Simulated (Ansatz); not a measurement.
```xyz
5

C    -0.0459   -0.0186   -0.6445
F    -0.0036   -0.0098    0.7430
H     0.0278   -1.1189   -0.9845
H    -0.8809    0.5143   -1.0296
H     0.8717    0.4695   -1.0315
```

Basis set: STO-3G (spherical functions). Frozen core: 2 orbitals. Charge 0, multiplicity 1.

Computed with Ansatz (development build ahead of 0.2.0); each method stands on the lowest determinant of its kind that the runs found. Restricted open shells among the atoms or ions are ROHF, correlated in semicanonical orbitals with singles.

The atomization energy at this shape (free ground-state atoms in the same class of orbitals less the molecule, no zero-point energy) of singlet CH₃F:

| method | atomization energy |
| --- | --- |
| RHF-MP2 | 17.38 eV |

Question: What does RHF give?

Answer: 15.75 eV.

This basis has no polarisation functions and is too small for such energies, which can lie far from measured ones in either direction.
